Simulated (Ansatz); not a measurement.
Redistribution: C2H7NSi + SiH2(CH3)(OH) → C2H6OSi + SiH2(CH3)(NH2)

Species: C2H7NSi `C=C[SiH2]N`, singlet; SiH2(CH3)(OH), singlet; C2H6OSi `C=C[SiH2]O`, singlet; SiH2(CH3)(NH2), singlet. The partners trade NH2 for OH; both sit on Si, so the bond types are kept.

Shapes, held fixed at every level: PBE0-D4/def2-TZVP. Flexible molecules stand in one conformer, not always the lowest. Programs: Ansatz 0.2.0. The zero-point and thermal change to 298 K, harmonic and unscaled (PBE0-D4/def2-TZVP), is +0.1 kJ/mol.

| level | kind | ΔH(298 K) (kJ/mol) | less CCSD(T)/CBS estimate | CPU time (sum over the molecules) |
| --- | --- | --- | --- | --- |
| HF/def2-SVP | Hartree–Fock | +1.7 | -0.6 | – |
| PBE-D4/def2-TZVPP | GGA | +2.5 | +0.2 | 37 s |
| B3LYP-D4/def2-TZVPP | global hybrid | +2.5 | +0.2 | 57 s |
| r2SCAN0-D4/def2-TZVPP | global hybrid | +2.5 | +0.2 | 59 s |
| wB97X-V/def2-TZVPP | range-separated hybrid | +2.4 | +0.1 | 99 s |
| MP2/def2-TZVPP | perturbation theory | +2.5 | +0.2 | – |
| CCSD(T)/def2-TZVPP | coupled cluster or CI | +2.1 | -0.2 | 16 min |
| CCSD(T)/CBS estimate | coupled cluster or CI | +2.3 | 0.0 | 20 min |

The highest level, CCSD(T)/CBS estimate, gives ΔH(298 K) = +2.3 kJ/mol; the levels span +1.7 to +2.5. That is about zero within the method's error. The column of differences is taken from that level and isn't an error. No measured value is set beside it here. The CBS estimate extrapolates MP2 from def2-TZVPP and def2-QZVPP and adds CCSD(T) − MP2 in the triple-zeta set, cores frozen. Times are processor times on shared x86 and Arm servers, and rough.
